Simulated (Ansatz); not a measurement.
LiSn₁₉H₂₈, relaxed as a doublet with UKS PBE-D4/def2-SVP in Ansatz, starting from a model built from a lattice or polyhedron. Force threshold 0.03 eV/Å.

In the def2 sets Sn takes a core potential; there is no spin–orbit coupling. Single mean-field runs in def2-SVP are fitted with def2-universal-jkfit. Another isomer (doublet) lies 0.03 eV lower at PBE-D4/def2-SVP; other spin states weren't run for this one.

Start:

| atom | x (Å) | y (Å) | z (Å) |
| --- | --- | --- | --- |
| Li1 | -1.4374 | -2.2648 | -0.6729 |
| Sn2 | 1.4823 | 2.3345 | 0.7047 |
| Sn3 | 3.5873 | -2.3775 | -3.2335 |
| Sn4 | -2.4224 | 4.7019 | 1.1321 |
| Sn5 | -0.3213 | -0.0363 | -2.7782 |
| Sn6 | -0.6599 | 2.4952 | 4.7568 |
| Sn7 | 1.4286 | -2.2482 | 0.8459 |
| Sn8 | -2.4714 | 0.1214 | 1.2667 |
| Sn9 | -0.3926 | -4.6225 | -2.6691 |
| Sn10 | 0.1292 | 4.6624 | -0.1278 |
| Sn11 | 1.8473 | 2.4166 | 3.4895 |
| Sn12 | -2.0636 | 4.7557 | 3.9635 |
| Sn13 | 2.1725 | -0.1233 | -4.0280 |
| Sn14 | 3.9693 | -2.3095 | -0.4184 |
| Sn15 | 0.0439 | 0.0521 | 0.0270 |
| Sn16 | 2.1410 | -4.6802 | -3.9026 |
| Sn17 | -3.8844 | 2.4089 | 0.4510 |
| Sn18 | -1.7972 | -2.3330 | -3.4783 |
| Sn19 | -2.1332 | 0.2002 | 4.0508 |
| Sn20 | -0.0141 | -4.5603 | 0.1466 |
| H21 | 3.0449 | 2.3039 | -0.0503 |
| H22 | 5.1183 | -2.4173 | -3.9749 |
| H23 | -3.2766 | 6.1190 | 0.6309 |
| H24 | -1.1995 | 1.3904 | -3.2699 |
| H25 | -0.4660 | 2.5277 | 6.4607 |
| H26 | 1.6455 | -2.1951 | 2.5281 |
| H27 | -3.3808 | -1.2849 | 0.8691 |
| H28 | -1.2663 | -6.0269 | -3.0810 |
| H29 | 1.0006 | 6.0490 | 0.3355 |
| H30 | -0.1418 | 4.5859 | -1.8127 |
| H31 | 2.7380 | 3.8149 | 3.9175 |
| H32 | 2.6967 | 1.0046 | 4.0106 |
| H33 | -1.1945 | 6.2058 | 4.3700 |
| H34 | -3.6087 | 4.8318 | 4.7151 |
| H35 | 3.0941 | 1.2974 | -3.6094 |
| H36 | 1.9695 | -0.1518 | -5.7598 |
| H37 | 4.8410 | -0.8950 | 0.0279 |
| H38 | 4.7914 | -3.7256 | 0.1064 |
| H39 | 1.9181 | -4.7374 | -5.6202 |
| H40 | 2.9830 | -6.0766 | -3.3969 |
| H41 | -4.0829 | 2.3476 | -1.2542 |
| H42 | -5.4171 | 2.4571 | 1.2655 |
| H43 | -2.0421 | -2.3635 | -5.1836 |
| H44 | -3.3259 | -2.2599 | -2.7115 |
| H45 | -1.2573 | -1.2163 | 4.5581 |
| H46 | -3.6642 | 0.2339 | 4.8271 |
| H47 | 0.8339 | -5.9244 | 0.6474 |
| H48 | -1.5551 | -4.4879 | 0.9286 |

Task: Estimate the energy that the relaxation releases and the steps that it takes.

Result: 1.58 eV, in 32 steps; 3.1 min on 4 threads of AMD EPYC 7R13 on a shared host and a share (37 GiB) of an NVIDIA H100 80GB HBM3. The force fell under the threshold at step 24, but the optimiser went on and released 0.034 eV more. No frequencies were taken in this run, so the end may be a saddle point.

Task: Does the start keep its bonding and symmetry?

Result: Bonds lost: Li1–Sn15 (atoms count from 1). Bonds formed: Li1–H27, Li1–H44, Li1–H48 (atoms count from 1).

Task: Predict the relaxed structure.

Result: 
```xyz
48

Li   -2.259   -1.913   -0.945
Sn    1.628    2.861    0.973
Sn    3.625   -2.634   -3.454
Sn   -2.364    5.068    1.590
Sn   -0.509   -0.514   -3.136
Sn   -0.787    2.190    4.857
Sn    1.634   -1.614    0.566
Sn   -2.122    0.596    0.864
Sn   -0.135   -5.027   -2.460
Sn    0.257    5.303    0.579
Sn    1.807    2.388    3.768
Sn   -2.293    4.521    4.353
Sn    1.907   -0.715   -4.598
Sn    4.085   -2.184   -0.710
Sn    0.369    0.699   -0.554
Sn    2.396   -5.156   -3.691
Sn   -3.663    2.903    0.341
Sn   -1.816   -3.068   -3.643
Sn   -2.045   -0.007    3.620
Sn   -0.010   -3.883    0.138
H     3.263    3.098    0.389
H     5.142   -2.693   -4.312
H    -3.278    6.527    1.316
H    -1.452    0.666   -4.032
H    -0.719    1.918    6.578
H     1.896   -1.554    2.292
H    -3.137   -0.710    0.141
H    -0.897   -6.591   -2.336
H     1.048    6.639    1.369
H     0.174    5.694   -1.115
H     2.696    3.643    4.588
H     2.642    0.893    4.076
H    -1.596    5.860    5.214
H    -3.909    4.317    4.961
H     2.720    0.824   -4.583
H     1.652   -1.137   -6.267
H     5.192   -0.859   -0.508
H     4.850   -3.591   -0.028
H     2.152   -5.615   -5.350
H     3.320   -6.423   -2.941
H    -3.750    3.128   -1.381
H    -5.291    2.720    0.921
H    -2.889   -3.549   -4.941
H    -3.026   -2.994   -2.296
H    -1.118   -1.462    3.842
H    -3.640   -0.309    4.242
H    -0.080   -5.054    1.426
H    -1.667   -3.202    0.274
```
Bond lengths (bridged metal pairs left out): 24 × Sn–Sn 2.82 to 2.98 Å; 1 × Li–Sn 3.13 Å; 28 × H–Sn 1.74 to 1.81 Å; 3 × H–Li 1.84 to 1.89 Å.
